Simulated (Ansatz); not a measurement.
C₂H₅NOZn, SMILES `[CH3][Zn][O]C=N`. The species carries charge 0 and has multiplicity 1. The structure was optimised at the PBE0-D4/def2-TZVP level. It is one conformer, not always the lowest.

```xyz
10

C    -1.979   -0.815    0.874
Zn   -0.461   -0.412   -0.224
O     0.917   -0.120   -1.361
C     1.952    0.669   -1.122
N     2.234    1.375   -0.108
H    -1.834   -1.764    1.393
H    -2.124   -0.031    1.620
H    -2.882   -0.885    0.265
H     2.653    0.685   -1.961
H     1.524    1.297    0.625
```

Q: What is the dipole moment at PBE/def2-TZVPP? (Estimate.)

A: The calculation gave: 3.82 D, with components (-3.31, -1.81, 0.60) D in this frame, pointing from negative to positive charge.

Q: And with r2SCAN, B3LYP, ωB97M-V? (Best estimate.)

A: The calculation gave: r2SCAN 3.87 D, B3LYP 3.87 D, ωB97M-V 3.82 D.

Q: Give the Mulliken charges with PBE, ωB97M-V, B3LYP in def2-TZVPP. (Estimate.)

A: Computed: 
```tsv
atom	PBE	ωB97M-V	B3LYP
C1	-0.42	-0.52	-0.44
Zn2	0.36	0.51	0.46
O3	-0.32	-0.43	-0.41
C4	0.10	0.17	0.14
N5	-0.28	-0.31	-0.31
H6	0.12	0.13	0.12
H7	0.12	0.13	0.11
H8	0.12	0.13	0.11
H9	0.08	0.10	0.10
H10	0.11	0.08	0.10
```

B3LYP here is the variant with VWN-RPA as its local correlation; programs differ in this.
